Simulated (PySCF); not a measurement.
Sn(H)3(OEt) (C2H8OSn), SMILES CC[O][SnH3].

Geometry: PBE-D3(BJ)/def2-SVP. The structure was generated by enumeration; whether it is a known compound was not checked. The def2 effective core potentials stand for the cores of Sn; spin–orbit coupling is left out. One conformer was computed; it need not be the lowest.

Level of theory: TDA-LC-ωPBE/def2-SVPD (PySCF 2.14.0).

Vertical excitations.  State labels are in the subgroup Cs.

```tsv
state	symmetry	energy (eV)	λ (nm)	f	main pairs
S1	A"	6.18	201	0.004	HOMO→LUMO 50 %, HOMO→LUMO+1 28 %, HOMO→LUMO+5 12 %
S2	A'	7.27	170	0.129	HOMO−1→LUMO 39 %, HOMO−1→LUMO+1 34 %, HOMO−1→LUMO+5 9 %
S3	A"	7.44	167	0.053	HOMO→LUMO+1 65 %, HOMO→LUMO 24 %
S4	A"	7.91	157	0.000	HOMO→LUMO+2 86 %
S5	A"	8.06	154	0.000	HOMO−3→LUMO 39 %, HOMO−3→LUMO+1 37 %, HOMO→LUMO+4 8 %
S6	A'	8.09	153	0.018	HOMO−2→LUMO 38 %, HOMO−2→LUMO+1 37 %, HOMO→LUMO+3 9 %
S7	A'	8.22	151	0.021	HOMO−1→LUMO+1 50 %, HOMO→LUMO+3 15 %, HOMO−1→LUMO 13 %, HOMO−2→LUMO 11 %
S8	A'	8.57	145	0.194	HOMO→LUMO+3 42 %, HOMO−1→LUMO+2 18 %, HOMO−1→LUMO 13 %, HOMO−1→LUMO+1 7 %
S9	A"	8.61	144	0.008	HOMO→LUMO+4 49 %, HOMO→LUMO+5 14 %, HOMO−3→LUMO 11 %, HOMO→LUMO+6 8 %
S10	A'	8.81	141	0.010	HOMO−1→LUMO+2 65 %, HOMO→LUMO+3 10 %
T1	A"	5.64	220	0	HOMO→LUMO 51 %, HOMO→LUMO+1 19 %, HOMO→LUMO+5 16 %
T2	A'	6.29	197	0	HOMO−1→LUMO 52 %, HOMO−1→LUMO+1 17 %, HOMO−1→LUMO+5 16 %
T3	A"	6.77	183	0	HOMO→LUMO+1 39 %, HOMO−3→LUMO+1 16 %, HOMO−3→LUMO+4 8 %
T4	A'	7.09	175	0	HOMO−2→LUMO+1 35 %, HOMO−1→LUMO+1 10 %, HOMO−2→LUMO+5 7 %, HOMO−2→LUMO+4 7 %
```
Triplets are in the Tamm–Dancoff approximation.
